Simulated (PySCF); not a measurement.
Species: [MoOF5]2- (charge -2 and doublet state).
Geometry (PBE0-D3(BJ)/def2-SVP, Å), atoms numbered from 1 in this order:
```
atom  x, y, z in Å
Mo1   -0.0005   -0.0001    0.1424
O2    -0.0145   -0.0061    1.8427
F3     0.0109    0.0025   -1.8541
F4     1.9588    0.0056   -0.0208
F5    -1.9581   -0.0023   -0.0452
F6    -0.0041    1.9587   -0.0261
F7     0.0075   -1.9583   -0.0389
```

Method used: PySCF, PBE0-D3(BJ)/def2-SVP geometry optimisation, gas phase, def2 core potentials past Kr.

**Question.** Which atoms are bound to Mo1, and at what distances?

**Answer.** 6 atoms: O2 1.700 Å, F6 1.966 Å, F4 1.966 Å, F5 1.967 Å, F7 1.967 Å, F3 1.997 Å.

**Question.** List the angles at Mo1.

**Answer.** 
```json
{"angle": "O2–Mo1–F3", "degrees": "179.8", "distance of the outer atoms (Å)": "3.70"}
{"angle": "F6–Mo1–F7", "degrees": "169.8", "distance of the outer atoms (Å)": "3.92"}
{"angle": "F4–Mo1–F5", "degrees": "169.8", "distance of the outer atoms (Å)": "3.92"}
{"angle": "O2–Mo1–F4", "degrees": "95.2", "distance of the outer atoms (Å)": "2.71"}
{"angle": "O2–Mo1–F6", "degrees": "95.1", "distance of the outer atoms (Å)": "2.71"}
{"angle": "O2–Mo1–F7", "degrees": "95.1", "distance of the outer atoms (Å)": "2.71"}
{"angle": "O2–Mo1–F5", "degrees": "95.0", "distance of the outer atoms (Å)": "2.71"}
{"angle": "F5–Mo1–F7", "degrees": "89.7", "distance of the outer atoms (Å)": "2.77"}
{"angle": "F4–Mo1–F6", "degrees": "89.5", "distance of the outer atoms (Å)": "2.77"}
{"angle": "F4–Mo1–F7", "degrees": "89.5", "distance of the outer atoms (Å)": "2.77"}
{"angle": "F5–Mo1–F6", "degrees": "89.5", "distance of the outer atoms (Å)": "2.77"}
{"angle": "F3–Mo1–F6", "degrees": "85.0", "distance of the outer atoms (Å)": "2.68"}
{"angle": "F3–Mo1–F4", "degrees": "84.9", "distance of the outer atoms (Å)": "2.67"}
{"angle": "F3–Mo1–F5", "degrees": "84.9", "distance of the outer atoms (Å)": "2.67"}
{"angle": "F3–Mo1–F7", "degrees": "84.8", "distance of the outer atoms (Å)": "2.67"}
```

**Question.** What is the shape at Mo1?

**Answer.** Distorted octahedral: the three widest angles are 179.8°, 169.8° and 169.8°, the others run from 84.8° to 95.2°. The Mo–F distances aren't all alike: 1.966 to 1.997 Å.

**Question.** What are the rotational constants (commonest isotopes, rigid rotor)?

**Answer.** A = 1892, B = 1890, C = 1734 MHz: an oblate symmetric top.

Point group: C4v (tolerance 0.08 Å). Charge -2, doublet. ⟨S²⟩ = 0.757 (exact for a doublet: 0.75). Whether so highly charged an anion holds all its electrons in the gas phase wasn't checked; a finite basis holds them in any case. No counter-ion or solvent screens the charge of this multiply charged ion. Not checked by PBE0-D3(BJ)/def2-SVP frequencies.

On an Arm Neoverse V1 with one thread, shared host, this took 83 s wall. That covers the optimisation of the geometry.

For an open-shell metal species like this, the optimisation's SCF solution wasn't tested for stability and no frequencies at its level were run, so a lower state or another shape may exist.
